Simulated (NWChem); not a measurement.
C2H7ClSi; SMILES [SiH](C)(Cl)C

Task: Give the equilibrium geometry at PBE0/def2-SVP (NWChem) as an XYZ file, with the point group.

Result: point group Cs; any orientation.
```
11

Si     0.3987    -0.3834     0.0000
C     -0.2830    -1.1678     1.5529
C     -0.2830    -1.1678    -1.5529
Cl    -0.1286     1.6361     0.0000
H      1.8907    -0.4330     0.0000
H     -0.0061    -2.2336     1.5974
H      0.1141    -0.6718     2.4512
H     -1.3812    -1.0953     1.5778
H      0.1141    -0.6718    -2.4512
H     -0.0061    -2.2336    -1.5974
H     -1.3812    -1.0953    -1.5778
```
